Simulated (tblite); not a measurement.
Computed values, GFN2-xTB/tblite, gas phase, harmonic and unscaled. Errors from tens to a few hundred cm⁻¹ against measured bands are possible. Modes of hydrogen on phosphorus and silicon can be 10 to 20 % off. One conformer each. Thermal functions are those of the rigid rotor and harmonic oscillator, without mixing of conformers.

**Question.** Order these by their ideal-gas entropy at 298.15 K and 1 bar, highest first (J/(mol K)).
A. `O=CO/C=C1/CCCS1`
B. `C=CP(CP)C(=C)C`
C. `C[C@@]1(C(=O)O)CCC1=S`
D. `CC(C)([SiH2]N)[SiH2]C#N`

**Answer.** D (452.6), B (442.5), C (409.9), A (400.1).

```tsv
SMILES	atoms	mass (u)	symmetry number	modes under 300 cm⁻¹	ZPE (kJ/mol)	S translation (J/(mol K))	S rotation	S vibration	S	Cp
CC(C)([SiH2]N)[SiH2]C#N	20	144.05	1	11	391.9	170.8	123.8	157.9	452.6	201.5
C=CP(CP)C(=C)C	20	146.04	1	9	409.4	171.0	124.3	147.1	442.5	181.4
C[C@@]1(C(=O)O)CCC1=S	17	144.02	1	6	338.2	170.8	122.6	116.5	409.9	149.8
O=CO/C=C1/CCCS1	17	144.02	1	6	338.8	170.8	124.0	105.3	400.1	144.4
```

Entropies and Cp are for 298.15 K and 1 bar.
